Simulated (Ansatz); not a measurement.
Spectroscopic constants of TcCl, multiplicity 5 (an upper state: multiplicity 7 came lower at CCSD(T)/def2-TZVPP on PBE0 minima). No spin–orbit coupling. The T1 diagnostic near the minimum is 0.082, so single-reference values are doubtful.

Constants: fifth-degree fit in 1/R to seven points, most abundant isotopes. In def2 and cc sets the state is the lowest found near the PBE0 minimum, followed along R.

Programs: Ansatz (a first-principles code) with Gaussian orbitals. Each number belongs to the level named beside it. In def2 rows elements past Kr take small-core potentials, without spin–orbit coupling.

```tsv
level	r_e (Å)	ω_e (cm⁻¹)	ω_e x_e (cm⁻¹)	α_e (cm⁻¹)	dipole (D)
PBE/def2-TZVPP	2.204	395	1.5	0.00068	3.41
PBE0/def2-TZVPP	2.218	385	1.5	0.00070	4.28
wB97X-V/def2-TZVPP	2.234	383	1.3	0.00062	4.68
```
